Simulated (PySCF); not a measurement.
Calculation: TPSSh-D3(BJ)/def2-TZVP // r2SCAN-D4/def2-SVP run with PySCF 2.14.0. All species are isolated molecules in the gas phase. 

Reference species: [Hf(Cl)3(H)] (neutral, multiplicity 1).

```
Item                                      Value
-------------------------------------  --------
LUMO                                   -2.68 eV
charge on the central atom (Mulliken)    1.11 e
```

Changed species: [Hf(Cl)4] (0 of 4 Cl replaced by H; the reference has 1 of 4 Cl replaced by H).

Task: Predict the effect on the LUMO and charge on the central atom (Mulliken).

Result: the LUMO goes up by 0.03 eV, to -2.65 eV; the charge on the central atom (Mulliken) increases by 0.15 e, to 1.26 e.
